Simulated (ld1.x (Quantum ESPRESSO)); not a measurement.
# Transferability test, PAW potential for hydrogen (H)

```json
{
 "Element": "hydrogen (H)",
 "Generator": "ld1.x (Quantum ESPRESSO) 7.5",
 "Type": "PAW",
 "Functional": "LDA (PZ)",
 "Relativity": "non-relativistic",
 "Frozen core": "none",
 "Valence charge": "1",
 "Reference configuration": "1s1",
 "Partial waves": "1s (bound): rcut 0.75, rcutus 0.90 bohr; 1s channel at 3.25 Ry: rcut 0.75, rcutus 0.90 bohr",
 "Local potential": "all-electron potential smoothed inside 0.70 bohr (lloc = -2)",
 "Core correction": "none",
 "Augmentation charge": "BESSEL, radius 0.65 bohr"
}
```

Energies are relative to the spin-unpolarised reference configuration 1s1; without spin polarisation the order of configurations can differ from experiment. Spin-polarised rows fill each open shell by Hund’s rule, majority spin first.

```
 valence configuration  charge  ΔE all-electron (eV)  error AE − PS (meV)
                 1s0.5    +0.5                 4.645                  0.0
  1s1 (spin-polarised)       0                -0.897                  0.0
1s0.5 (spin-polarised)    +0.5                 4.258                  0.0
```

Levels in the configuration 1s1 (spin-polarised):

| level | all-electron (eV) | pseudo (eV) |
| --- | --- | --- |
| 1s up | -7.324 | -7.324 |
